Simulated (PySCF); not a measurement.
H₁₀N₂SeSi₃.
Numbering: `[NH2:1][SiH2:2][Se:3][SiH2:4][NH:5][SiH3:6]` (hydrogens: H7, H8 on N1; H9, H10 on Si2; H11, H12 on Si4; H13 on N5; H14, H15, H16 on Si6)

Computed with PBE0-D3(BJ)/def2-SVP geometry optimisation, gas phase (PySCF 2.14.0).

(1) What internal coordinates does the optimisation give?

## Answers

(1) 
| bond | length (Å) |
| --- | --- |
| N1–Si2 | 1.724 |
| Si2–Se3 | 2.310 |
| Se3–Si4 | 2.275 |
| Si4–N5 | 1.746 |
| N5–Si6 | 1.744 |
| N1–H7, N1–H8 | 1.015 |
| Si2–H9, Si2–H10 | 1.490 |
| Si4–H11, Si4–H12 | 1.493 |
| N5–H13 | 1.017 |
| Si6–H14, Si6–H16 | 1.493 |
| Si6–H15 | 1.499 |

Bonds in one row agree within 0.01 Å and their mean is given. A selection of angles:
| angle | degrees |
| --- | --- |
| Si2–N1–H7 | 118.1 |
| Si2–N1–H8 | 119.0 |
| H7–N1–H8 | 110.3 |
| N1–Si2–Se3 | 117.8 |
| N1–Si2–H9 | 108.2 |
| Se3–Si2–H9 | 103.6 |
| Se3–Si2–H10 | 107.5 |
| H9–Si2–H10 | 112.4 |
| Si2–Se3–Si4 | 93.5 |
| Se3–Si4–N5 | 111.3 |
| Se3–Si4–H11 | 111.9 |
| Se3–Si4–H12 | 104.8 |
| N5–Si4–H11 | 105.6 |
| N5–Si4–H12 | 113.4 |
| H11–Si4–H12 | 109.9 |
| Si4–N5–Si6 | 127.3 |
| Si4–N5–H13 | 114.6 |
| Si6–N5–H13 | 117.3 |
| N5–Si6–H14 | 107.3 |
| N5–Si6–H15 | 110.7 |
| N5–Si6–H16 | 112.6 |
| H14–Si6–H15 | 109.6 |
| H15–Si6–H16 | 107.1 |

Torsions: N1–Si2–Se3–Si4 81° (synclinal); Si2–Se3–Si4–N5 -50° (synclinal); Se3–Si4–N5–Si6 -60° (synclinal). The mirror-image conformer, all signs reversed, is as good.

N1 (silicon-bound nitrogen) is pyramidal (angles 119.0°, 118.1° and 110.3°, sum 347.4°, 0.25 Å off the plane of its three neighbours). The N–Si distances run from 1.724 Å (N1–Si2, drawn single) to 1.746 Å (Si4–N5, drawn single), a spread of 0.022 Å. Of the pairs four or more bonds apart, Si6···H7 is among the closest relative to their van der Waals radii: 3.00 Å, 91 % of the sum of Bondi's values. The 2 Se–Si bonds span 2.275 Å (Se3–Si4, drawn single) to 2.310 Å (Si2–Se3, drawn single), a spread of 0.035 Å. Si4 (SiH2 silicon) is distorted tetrahedral (angles from 104.8° to 113.4°). Si6 (SiH3 silicon) is tetrahedral (angles from 107.1° to 112.6°). Si2 (SiH2 silicon) is distorted tetrahedral (angles from 103.6° to 117.8°).

Point group: C1 (no symmetry element, even within 0.4 Å). Stationary, but not proved a minimum. One conformer, not necessarily the lowest (H–N1–Si2–Se3 -73° and 65°, N1–Si2–Se3–Si4 81°, Si2–Se3–Si4–N5 -50°, Se3–Si4–N5–Si6 -60°).
